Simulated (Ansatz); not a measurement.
Basis sets compared for Pt3W (the lowest singlet isomer of a short search). Charge 0, multiplicity 1. Geometry PBE-D4/def2-SVP. Ansatz on 4 threads of Arm Neoverse N1 on a shared host; times are rough, and most runs start from earlier orbitals.

```xyz
4

W    -0.057   -0.090   -0.367
Pt   -1.108    1.907   -0.164
Pt    2.202   -0.008   -0.208
Pt   -1.037   -1.808    0.739
```

In the def2 sets Pt, W take a core potential; there is no spin–orbit coupling. The structure comes from a short search, and lower isomers may exist.

```
                          level  functions  energy (Eh)  HOMO (eV)  LUMO (eV)  wall time
                PBE-D4/def2-SVP        128    -425.3735      -5.65      -4.97      3.4 s
               PBE-D4/def2-TZVP        160    -425.4098      -5.63      -4.92      3.7 s
            r2SCAN-D4/def2-TZVP        160    -425.3829      -5.77      -4.82        9 s
               PBE0-D4/def2-SVP        128    -425.0759      -6.32      -4.25      4.9 s
PBE0-D4/def2-TZVP (with forces)        160    -425.1158      -6.28      -4.18        9 s
```

Question: Estimate the rows for PBE-D4/def2-TZVPD, r2SCAN-D4/def2-TZVPD, PBE0-D4/def2-TZVPD.

Answer: 
| level | functions | energy (Eh) | HOMO (eV) | LUMO (eV) | wall time |
| --- | --- | --- | --- | --- | --- |
| PBE-D4/def2-TZVPD | 172 | -425.4099 | -5.63 | -4.92 | 5.5 s |
| r2SCAN-D4/def2-TZVPD | 172 | -425.3831 | -5.77 | -4.82 | 10 s |
| PBE0-D4/def2-TZVPD | 172 | -425.1160 | -6.28 | -4.18 | 7 s |
